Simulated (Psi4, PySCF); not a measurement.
C₃H₉B, singlet, geometry from GFN2-xTB. Base run: PBE0/6-31G, TDA run with PySCF.

Input for PySCF:
```python
from pyscf import gto, scf, dft, tdscf

mol = gto.M(
    atom='''
B    -0.64668672    1.45313392    0.36023353
H    -1.25731287    1.58918958    1.34770566
H    -0.35411262    2.39244251   -0.27109554
C    -0.28895741    0.01035063   -0.15608601
C    -0.18683200   -1.06531089    0.93228006
C     0.93451047   -0.06805516   -1.07749630
H    -1.16697782   -0.24674461   -0.77354341
H    -0.06641992   -2.05424012    0.49170830
H     0.67348133   -0.87296791    1.57010154
H    -1.07791644   -1.07218291    1.55489280
H     0.84814390    0.64074134   -1.89717530
H     1.04270993   -1.06784557   -1.49617945
H     1.83951171    0.16403060   -0.51976874
''',
    basis='6-31g',
    verbose=4,
)

mf = dft.RKS(mol)
mf.xc = 'pbe0'
mf.kernel()
td = mf.TDA()
td.nstates = 5
td.kernel()
td.analyze()
```

Programs used: Psi4, PySCF; a row that names a program was run with it.

Variants of this job, named by their change:

```json
[
 {"change": "base", "first excitation (eV)": "5.50", "oscillator strength of the first": "0.000", "second (eV)": "6.00"},
 {"change": "functional = lc_wpbe", "first excitation (eV)": "5.79", "oscillator strength of the first": "0.000", "second (eV)": "6.19"},
 {"change": "functional = pbe", "first excitation (eV)": "[?]", "oscillator strength of the first": "0.000", "second (eV)": "[?]"},
 {"change": "conv_tol = 1e-3", "first excitation (eV)": "5.50", "oscillator strength of the first": "0.000", "second (eV)": "6.00"},
 {"change": "functional = blyp", "first excitation (eV)": "[?]", "oscillator strength of the first": "0.000", "second (eV)": "[?]"},
 {"change": "functional = wb97x", "first excitation (eV)": "5.79", "oscillator strength of the first": "0.000", "second (eV)": "6.24"},
 {"change": "functional = m062x", "first excitation (eV)": "[?]", "oscillator strength of the first": "0.000", "second (eV)": "[?]"},
 {"change": "nstates = 10", "first excitation (eV)": "5.50", "oscillator strength of the first": "0.000", "second (eV)": "6.00"},
 {"change": "basis = 6-31G*", "first excitation (eV)": "5.50", "oscillator strength of the first": "0.000", "second (eV)": "6.00"},
 {"change": "code = psi4", "first excitation (eV)": "5.50", "oscillator strength of the first": "0.000", "second (eV)": "6.00"},
 {"change": "guess vectors = 13 for 5 states", "first excitation (eV)": "5.50", "oscillator strength of the first": "0.000", "second (eV)": "6.00"}
]
```

Task: Complete the blanks.

Result: 
- functional = pbe, first excitation (eV): 5.04
- functional = pbe, second (eV): 5.51
- functional = blyp, first excitation (eV): 5.08
- functional = blyp, second (eV): 5.55
- functional = m062x, first excitation (eV): 5.43
- functional = m062x, second (eV): 5.94

An iterative solver can miss low states, so a row lists the states that it found.
